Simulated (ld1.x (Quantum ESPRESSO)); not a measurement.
The numbers below are computed, except where a source is named.
# Pseudopotentials across the periodic table

Generated with ld1.x 7.5 (TM, RRKJ, ultrasoft, PAW), atompaw 4.2 or ONCVPSP 4.0.1. The cutoff is in Ry: for ld1.x and atompaw files where the sum of valence levels is converged to 10 mRy in a Bessel basis, for ONCV files where the hardest occupied wave has 1 mHa per electron of residual kinetic energy. The error is the largest all-electron minus pseudo excitation energy over each file’s own four to seven test configurations (ionisations up to +4, promotions, holes and added fractions of an electron), all of which were solved. The labels leave out finer settings (local radius, basis sizes, second energies), which also bear on the numbers. Spin-polarised tests are not counted. The rows are a selection from randomly drawn settings: files with unsolved tests, undetermined cutoffs or missed reference levels are left out.

A true bound ghost makes a file unfit for plane-wave use even where its test errors are small: the radial tests pick states by their node count and pass the ghost by.

```tsv
element	potential	cutoff (Ry)	largest error (meV)	bound ghosts
O	TM, PBE, non-relativistic, rc 0.95/1.85/1.85 (spd), local s, core correction yes, reference 2s2 2p2	80	+1145	none
Ar	ultrasoft, PBE, scalar-relativistic, rc 1.40/0.90 (sp), local smoothed, core correction yes, reference 3s2 3p4.5	80	-49	p
Se	TM, PBE, scalar-relativistic, rc 1.30/1.85/1.95 (spd), local s, core correction no, reference 4s1.5 4p4.5	40	-59	none
Kr	ultrasoft, PBE, scalar-relativistic, rc 1.55/1.60 (sp), local smoothed, core correction no, reference 4s2 4p5.75	18	-93	none
Rh	TM semilocal, LDA (PZ), scalar-relativistic, rc 2.70/4.20/1.30 (spd), local s, core correction no, reference 4d9 5s0 5p0	70	-614	none
Rh	TM, PBE, scalar-relativistic, rc 1.40/1.35/1.95 (spd), local s, core correction yes, reference 4s2 4p6 4d8 5s0 5p0	90	+990	none
```

Problem. Fill in the row for Ga: TM, LDA (PZ), scalar-relativistic, rc 1.36/1.28 (sp), local smoothed, core correction no, reference 4s1 4p2.

Solution. cutoff 140 Ry, largest error +100 meV, bound ghosts: s.

Problem. Fill in the row for Te: TM, PW91, fully relativistic, rc 1.90/2.35/1.35 (spd), local s, core correction yes, reference 4d10 5s2 5p3.

Solution. cutoff 100 Ry, largest error -488 meV, bound ghosts: none.
